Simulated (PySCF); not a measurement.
```xyz
5
charge -1 multiplicity 1, angstrom
Rh    0.0000    0.0000   -0.0216
H     0.0000    1.6819    0.0050
H     0.0000   -1.6819    0.0050
H     1.0141    0.0000    1.0954
H    -1.0141    0.0000    1.0954
```

Computed with PySCF, PBE0, basis Rh def2-TZVPD with ECP28, H def2-TZVPD (scalar-relativistic core potentials, no spin–orbit coupling, density fitting).

This geometry of RhH₄⁻ is a stationary point at this level.

**Question.** What is the point group?

**Answer.** C2v.

**Question.** Is it a minimum?

**Answer.** Yes: all harmonic wavenumbers are real.

**Question.** List the harmonic modes with their infrared intensities.

**Answer.** 
```json
{"symmetry": "b2", "ω (cm⁻¹)": "241", "IR (km/mol)": "356", "type": "bend"}
{"symmetry": "a2", "ω (cm⁻¹)": "280", "IR (km/mol)": "0.0", "type": "bend"}
{"symmetry": "a1", "ω (cm⁻¹)": "704", "IR (km/mol)": "1.0", "type": "bend"}
{"symmetry": "b1", "ω (cm⁻¹)": "716", "IR (km/mol)": "30.8", "type": "bend"}
{"symmetry": "a1", "ω (cm⁻¹)": "722", "IR (km/mol)": "41.3", "type": "bend"}
{"symmetry": "b2", "ω (cm⁻¹)": "1442", "IR (km/mol)": "1742", "type": "stretch"}
{"symmetry": "a1", "ω (cm⁻¹)": "1803", "IR (km/mol)": "11.1", "type": "stretch"}
{"symmetry": "b1", "ω (cm⁻¹)": "2230", "IR (km/mol)": "188", "type": "stretch"}
{"symmetry": "a1", "ω (cm⁻¹)": "2289", "IR (km/mol)": "79.5", "type": "stretch"}
```

**Question.** Give the atomic charges and bond orders.

**Answer.** 
```csv
atom,Mulliken,Löwdin,polar tensor,Mayer order to Rh1
Rh1,-1.15,-0.34,0.14,–
"H2,3",0.01,-0.19,-0.43,0.94
"H4,5",0.06,-0.14,-0.14,1.07
```

In C2v the vibrations span 2b2 + a2 + 4a1 + 2b1. The a2 mode carries no infrared intensity, as symmetry demands.

Stability towards spin polarisation was not tested. Only a few start shapes were tried, so a lower isomer may exist. The lowest empty level of this anion is unbound, so it and the gap depend on the basis.
